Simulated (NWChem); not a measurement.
Molecule: C3H3ClF2; SMILES FC1(F)C[C@H]1Cl

Program: NWChem. The geometry was optimised at PBE-D3(BJ)/def2-SVP.

Question: Estimate the computed values for PBE/def2-SVP. Quantities: highest occupied level (eV); orbital gap (eV); dipole (D).

Answer: 
```
Quantity                     Result
---------------------------  ------
highest occupied level (eV)   -6.55
orbital gap (eV)               5.98
dipole (D)                     1.87
```
